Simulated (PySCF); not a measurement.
## 19F chemical shifts

PySCF 2.14 calculation with shielding tensors at PBE0/pcSseg-1 (GIAO) and geometry from GFN2-xTB; averaged over atoms made equivalent by symmetry, fast rotation or ring inversion, no solvent model, single conformer, non-relativistic.

Shieldings were converted by a linear fit to measured shifts: 19F (scatter 6.0 ppm rms, 7.0 ppm with the 5 outliers that the fit left out vs CFCl3, solution or neat liquid, with a term for F on sp3 carbon). A few per cent of atoms miss by over 2 rms, more outside the fitted compound classes.

Question: Give the 19F shifts of `C=C(C)[SiH2][C@H](F)C(C)=O`, `C=C(C)[C@@]1(F)[SiH2][C@@H]1OC`, `C/C(F)=P\c1cccnc1`, `C#C[C@@](F)(CCC)[SiH2]O`, `O=C(Cl)[C@@H](F)CC(F)(F)F`.

Answer: 
| compound | environment | δ (ppm) |
| --- | --- | --- |
| C=C(C)[SiH2][C@H](F)C(C)=O | fluorine on an sp3 carbon | -219.6 |
| C=C(C)[C@@]1(F)[SiH2][C@@H]1OC | fluorine on an sp3 carbon | -216.8 |
| C/C(F)=P\c1cccnc1 | fluorine bonded to C | -35.7 |
| C#C[C@@](F)(CCC)[SiH2]O | fluorine on an sp3 carbon | -191.4 |
| [O:1]=[C:2]([Cl:3])[C@@H:4]([F:5])[CH2:6][C:7]([F:8])([F:9])[F:10] | F8/9/10: fluorine of a CF3 group (×3) | -68.9 |
| [O:1]=[C:2]([Cl:3])[C@@H:4]([F:5])[CH2:6][C:7]([F:8])([F:9])[F:10] | F5: fluorine on an sp3 carbon | -173.2 |

Question: Order these by 19F shift, lowest first.
A. FCCCC([SiH3])[SiH3]
B. CC[Si@@H](CF)C[SiH3]
C. C=C(C)C[SiH2]O/C=C/F
D. CO[SiH2]/C=C/C=C(\C)F
E. C/C(F)=P\c1ccncc1
F. CC[P@@H](=O)CCC(F)(F)F

Answer: B (-277.1 ppm, fluorine on an sp3 carbon), A (-222.1 ppm, fluorine on an sp3 carbon), C (-182.9 ppm, vinylic fluorine), D (-86.8 ppm, vinylic fluorine), F (-68.3 ppm, fluorine of a CF3 group), E (-34.3 ppm, fluorine bonded to C).
